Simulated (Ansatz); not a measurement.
Coupled-cluster run, CH$_{6}$BNSSi.

```yaml
crystal:
  periodic: [false, false, false]
  atoms:
    - {symbol: B, position_ang: [0.539199, 1.075356, 0.747331]}
    - {symbol: C, position_ang: [-0.369079, -0.114731, 0.231274]}
    - {symbol: N, position_ang: [-1.666353, -0.087451, 0.118735]}
    - {symbol: Si, position_ang: [0.923820, -1.028759, -0.761507]}
    - {symbol: S, position_ang: [1.375837, 0.989263, -1.105794]}
    - {symbol: H, position_ang: [-0.028915, 2.122727, 0.944937]}
    - {symbol: H, position_ang: [1.364192, 0.748183, 1.562985]}
    - {symbol: H, position_ang: [-2.188938, -0.774554, -0.403443]}
    - {symbol: H, position_ang: [-2.187252, 0.692832, 0.497434]}
    - {symbol: H, position_ang: [0.461309, -1.860867, -1.906640]}
    - {symbol: H, position_ang: [1.841581, -1.819098, 0.095387]}
basis:
  gaussian: {orbitals: def2-TZVPP}
correlation: {method: ccsd_t}
```

```sh
$ ansatz run in.yaml --threads 4 --pin off --events-out ev --progress --plain --max-ram 10444MiB
```

Log, shortened:

```
Functional definition: HF
1521 factors; integrals over basis functions are off by at most 1.1e-3 eV
mean field evaluation 1: about -21956.9546 eV, gradient 3.0e1 eV
mean field evaluation 2: about -21957.2993 eV, gradient 3.0e1 eV
mean field evaluation 4: about -21960.2458 eV, gradient 4.1e0 eV
mean field evaluation 8: about -21960.3151 eV, gradient 3.6e-1 eV
mean field evaluation 16: about -21960.3163 eV, gradient 1.9e-6 eV
mean field -21960.31628264 eV, -807.0267381501 hartree, gradient 1.9e-6 eV, S^2 0.000000; 0 other end points of the search recorded, 0 dependent functions left out
13 core orbitals not correlated: weight in the atoms' cores, before any rotation towards them, 1.000 or more for the frozen orbitals, at most 0.000 for the correlated occupied ones
reference -21960.31628264 eV, -807.0267381501 hartree; 14, 14 occupied and 234, 234 virtual orbitals, 1521 factors
second order -21.09022475 eV of doubles, -0.00000000 eV of singles
cycle   1  -21.71374565 eV  change   -6.2e-1 eV  update   1.2e-1
cycle   2  -22.29480755 eV  change   -5.8e-1 eV  update   3.8e-2
cycle   3  -22.45567873 eV  change   -1.6e-1 eV  update   2.4e-2
cycle   4  -22.44948545 eV  change    6.2e-3 eV  update   7.6e-3
cycle   5  -22.44225507 eV  change    7.2e-3 eV  update   4.3e-3
cycle   6  -22.44351578 eV  change   -1.3e-3 eV  update   1.5e-3
cycle   7  -22.44315558 eV  change    3.6e-4 eV  update   7.4e-4
cycle   8  -22.44309693 eV  change    5.9e-5 eV  update   3.4e-4
cycle   9  -22.44322227 eV  change   -1.3e-4 eV  update   1.6e-4
cycle  10  -22.44316673 eV  change    5.6e-5 eV  update   5.5e-5
cycle  11  -22.44317121 eV  change   -4.5e-6 eV  update   2.8e-5
perturbative correction -1.08928164 eV, -0.0400303621 hartree
Total energy: -21983.84873550 eV, -807.8915398418 hartree
```

Run time 71 s (4 threads of an Intel Xeon on a shared host); peak host memory 6 GiB.

Correlation energy per correlated electron: -0.840 eV. T1 diagnostic: 0.0168.
